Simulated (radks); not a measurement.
The mean radii <r> (bohr) of the occupied orbitals of an atom or ion are listed with their occupations. Method: non-relativistic Kohn-Sham, TPSS, spin-polarised, spherical densities, point nucleus; meta-GGA in the generalised Kohn-Sham scheme; computed with a radial shooting solver on a logarithmic mesh with Libxc functionals.

orbital  occ.     <r>
1s up       1  0.1995
1s down     1  0.1989
2s up       1   1.125
2s down     1   1.157
2p up       3   1.225
2p down     1   1.343

Name the element and its charge. Open shells, if any, are filled with parallel spins first.

Answer. Z = 8, oxygen, charge 0: O in [He] 2s2 2p4. The 1s radius gives Z: for a bare nucleus <r> = 1.5/Z, 0.1875 bohr for Z = 8, and screening makes it slightly larger (0.1995 here). The occupations add up to 8, and the charge is Z minus that.
